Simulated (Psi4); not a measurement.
BI3, triplet, geometry from GFN2-xTB (a higher spin typed on purpose: for a closed-shell molecule this is an excited state) (core potentials on I).

The Psi4 input:
```
memory 2 GB

molecule {
0 3
  B    -0.00000000   -0.00000000    0.00000000
  I     2.06079460   -0.36066386   -0.61755843
  I    -0.76527340   -0.90866053    1.82948732
  I    -1.29552119    1.26932438   -1.21192889
}

set basis def2-qzvpp
set reference uks

energy('svwn')
print_variables()
```

### Question
What does this run give for the total energy, dipole moment, nuclear repulsion energy, number of basis functions, <S^2>?

### Answer

```yaml
total_energy: -918.0478 Eh
dipole_moment: 0.00 D
nuclear_repulsion_energy: 353.5834 Eh
number_of_basis_functions: 303
"<S^2>": 2.003
```

These values belong to the state on which the SCF converged, which isn't shown to be the lowest.
